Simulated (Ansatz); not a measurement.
Two members of one family (Oligo(3-methylthiophene), dithiol), computed with Ansatz in the gas phase. The two geometries come from different levels. Binding counts from free atoms in the multiplicity of their measured ground term, without zero-point energy. Sets without diffuse functions give affinities that are too small. A dash marks a value that wasn't run or was left out as unsound. The structures are stationary points that may keep the symmetry of their start. Remarks come from the PBE and PBE0 runs and from stability tests at other levels; not every state was tested. A HOMO above zero means that the electron is unbound at that level and held by the basis, or that self-interaction error raises the level; the energy of removing that electron tells which.

First: Cc1cc(-c2sc(-c3sc(-c4sc(S)cc4C)cc3C)cc2C)sc1S (singlet, charge 0, r2SCAN-D4/def2-SVP geometry).

Cartesian coordinates in Å:
```
C 4.046 -4.639 -2.876
C 2.654 -4.624 -2.327
C 2.004 -3.452 -1.859
C 0.706 -3.647 -1.400
C -0.184 -2.658 -0.844
S 0.410 -1.028 -0.625
C -1.110 -0.477 0.029
C -1.274 0.890 0.449
S 0.121 1.824 0.926
C -0.841 3.248 1.239
C -0.271 4.493 1.692
S -1.334 5.861 1.937
C -0.010 6.898 2.374
S -0.251 8.552 2.913
C 1.181 6.202 2.362
C 1.054 4.837 1.981
C 2.227 3.908 1.887
C -2.179 2.971 0.986
C -2.443 1.654 0.540
C -3.813 1.167 0.178
C -2.021 -1.526 0.054
C -1.517 -2.758 -0.434
C -2.340 -4.009 -0.478
S 0.272 -5.332 -1.568
C 1.834 -5.740 -2.218
S 2.166 -7.380 -2.759
H 4.411 -5.669 -2.990
H 4.733 -4.086 -2.217
H 4.085 -4.155 -3.867
H 2.484 -2.470 -1.855
H -0.749 9.049 1.752
H 2.134 6.671 2.613
H 2.376 3.535 0.861
H 3.148 4.424 2.194
H 2.104 3.025 2.536
H -2.966 3.720 1.110
H -4.485 2.015 -0.020
H -4.264 0.576 0.994
H -3.788 0.526 -0.716
H -3.029 -1.424 0.456
H -3.365 -3.807 -0.138
H -2.397 -4.427 -1.498
H -1.920 -4.800 0.166
H 2.404 -7.940 -1.543
```

```json
{"level": "PBE-D4/def2-SVP", "HOMO (eV)": "-4.50", "LUMO (eV)": "-2.58", "gap (eV)": "1.92", "vertical IE (eV)": "–", "vertical EA (eV)": "–", "vertical triplet (eV)": "–", "binding per atom (eV)": "5.01"}
{"level": "PBE-D4/def2-TZVP", "HOMO (eV)": "-4.57", "LUMO (eV)": "-2.70", "gap (eV)": "1.87", "vertical IE (eV)": "6.15", "vertical EA (eV)": "1.24", "vertical triplet (eV)": "1.71", "binding per atom (eV)": "4.95"}
{"level": "r2SCAN-D4/def2-TZVP", "HOMO (eV)": "-4.68", "LUMO (eV)": "-2.67", "gap (eV)": "2.01", "vertical IE (eV)": "–", "vertical EA (eV)": "–", "vertical triplet (eV)": "–", "binding per atom (eV)": "4.79"}
{"level": "PBE0-D4/def2-SVP", "HOMO (eV)": "-5.32", "LUMO (eV)": "-2.05", "gap (eV)": "3.26", "vertical IE (eV)": "–", "vertical EA (eV)": "–", "vertical triplet (eV)": "–", "binding per atom (eV)": "4.89"}
{"level": "PBE0-D4/def2-TZVP", "HOMO (eV)": "-5.32", "LUMO (eV)": "-2.12", "gap (eV)": "3.19", "vertical IE (eV)": "6.37", "vertical EA (eV)": "1.15", "vertical triplet (eV)": "1.91", "binding per atom (eV)": "4.84"}
```

Remarks: HOMO above zero (-1 doublet).

Second: Cc1cc(-c2sc(-c3sc(-c4sc(-c5sc(-c6sc(S)cc6C)cc5C)cc4C)cc3C)cc2C)sc1S (singlet, charge 0, PBE-D4/def2-SVP geometry).

```xyz
64

C    -9.874   -0.016    5.177
C    -8.915   -1.064    4.694
C    -7.693   -0.780    4.020
C    -6.946   -1.904    3.656
C    -5.669   -1.932    2.983
S    -4.870   -0.407    2.647
C    -3.508   -1.198    1.874
C    -2.397   -0.470    1.319
S    -1.128   -1.376    0.513
C    -0.214    0.075    0.143
C     1.042    0.045   -0.559
S     1.911    1.554   -0.781
C     3.214    0.770   -1.655
C     4.347    1.490   -2.176
S     5.549    0.601   -3.094
C     6.529    2.032   -3.353
C     7.767    2.006   -4.094
S     8.667    3.504   -4.282
C     9.884    2.728   -5.263
S    11.323    3.575   -5.823
C     9.615    1.375   -5.398
C     8.424    0.946   -4.740
C     7.937   -0.476   -4.775
C     5.919    3.131   -2.743
C     4.697    2.850   -2.081
C     3.890    3.895   -1.366
C     2.954   -0.601   -1.749
C     1.747   -1.026   -1.142
C     1.292   -2.457   -1.133
C    -0.895    1.192    0.636
C    -2.116    0.909    1.295
C    -2.996    1.972    1.889
C    -3.698   -2.582    1.899
C    -4.901   -3.012    2.515
C    -5.286   -4.458    2.642
S    -7.791   -3.359    4.156
C    -9.103   -2.438    4.852
S   -10.501   -3.276    5.528
H    -9.396    0.644    5.931
H   -10.210    0.635    4.342
H   -10.764   -0.484    5.638
H    -7.358    0.244    3.797
H    10.695    4.475   -6.641
H    10.265    0.702   -5.975
H     6.938   -0.560   -5.253
H     7.841   -0.906   -3.756
H     8.638   -1.115   -5.346
H     6.357    4.139   -2.776
H     2.880    4.013   -1.811
H     3.740    3.640   -0.295
H     4.396    4.879   -1.411
H     3.640   -1.295   -2.255
H     1.216   -2.860   -0.100
H     2.001   -3.097   -1.692
H     0.289   -2.575   -1.596
H    -0.509    2.215    0.516
H    -3.163    1.811    2.975
H    -4.000    1.991    1.412
H    -2.543    2.973    1.760
H    -2.967   -3.284    1.472
H    -5.357   -4.773    3.705
H    -6.276   -4.664    2.183
H    -4.540   -5.108    2.147
H   -10.023   -3.461    6.799
```

What does the change do? Estimate second minus first.


| level | Δ HOMO (eV) | Δ LUMO (eV) | Δ gap (eV) | Δ vertical IE (eV) | Δ vertical EA (eV) | Δ vertical triplet (eV) | Δ binding per atom (eV) |
| --- | --- | --- | --- | --- | --- | --- | --- |
| PBE-D4/def2-SVP | 0.23 | -0.18 | -0.42 | – | – | – | 0.08 |
| PBE-D4/def2-TZVP | 0.25 | -0.16 | -0.41 | -0.51 | 0.42 | -0.35 | 0.07 |
| r2SCAN-D4/def2-TZVP | 0.26 | -0.18 | -0.44 | – | – | – | 0.07 |
| PBE0-D4/def2-SVP | 0.31 | -0.25 | -0.56 | – | – | – | 0.08 |
| PBE0-D4/def2-TZVP | 0.32 | -0.22 | -0.55 | -0.50 | 0.40 | -0.34 | 0.07 |
